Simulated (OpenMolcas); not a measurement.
Cr4+ with its 6 nearest chloride ions, on the Zr site of Cs2ZrCl6 (a = 10.407 Å, distance in the model lattice 2.446 Å). The rest of the host is ab initio model potentials to 7.6 Å and point charges beyond; the distance is set by hand and nothing relaxes. Ligand basis ANO-RCC-VDZP.

- Program: OpenMolcas
- Method: SS-CASPT2, IPEA 0.25 Eh, imaginary shift 0.1 Eh (closed shells correlated: 3s 3p and the ligand valence shells)
- Basis: ANO-RCC-VTZP [6s5p3d2f1g]
- Scalar Hamiltonian: DKH2, point nucleus
- Active space: 2 electrons in 5 orbitals (3d)
- State averaging: 2S+1 = 3 even, 10 roots; 2S+1 = 1 even, 15 roots
- Spin-orbit coupling: state interaction with AMFI integrals over the reference wave functions

All ligands move together. At R = 2.357 Å the first state of the same spin is 24130 cm-1, and at R = 2.446 Å it is 23460 cm-1.

Q: A third run gives 24750 cm-1. What distance was it run at?

A: With a power law R^-n the two known points give n = -ln(23460 / 24130) / ln(2.446 / 2.357) = 0.76. Then R = 2.357 × (24130 / 24750)^(1/0.76) = 2.280 Å. The run was at 2.31 Å, so the estimate is off by -0.030 Å.

Roots that are degenerate in the reference are averaged as groups; the widest CASPT2 spread within a group is 390 cm-1 (the 2-fold group of multiplicity 1 near 53600 cm-1 above the lowest state of its run, R = 2.446). Shifts and gaps below about the spread of the groups concerned are not significant. Over all roots computed the reference weight is 0.61 to 0.64 in R = 2.31, 0.61 to 0.64 in R = 2.357, 0.59 to 0.63 in R = 2.446; a low but even weight reflects the number of correlated electrons. An orbital triplet at a regular site is open to Jahn-Teller coupling, which can distort the site and quench the lowest spin-orbit gaps and is left out. Ligand-to-metal charge-transfer states are missing. These CASPT2 states fit no ligand-field parameters well, so their order and spin gaps are uncertain. With no ligand orbital active B as a rule stays too high, so bands that hang on it stand too high and its fall with covalency is understated. With one d shell and no ligand orbital active, 10Dq can be off by a tenth or more. The least metal-like active orbital is 73 % on the metal (Löwdin) and no ligand orbital is active, so the numbers are rough (holds for R = 2.31; R = 2.357). The least metal-like active orbital is 72 % on the metal (Löwdin) and no ligand orbital is active, so the numbers are rough (holds for R = 2.446). No measured value stands beside these numbers; the geometry was set by hand and not optimised.
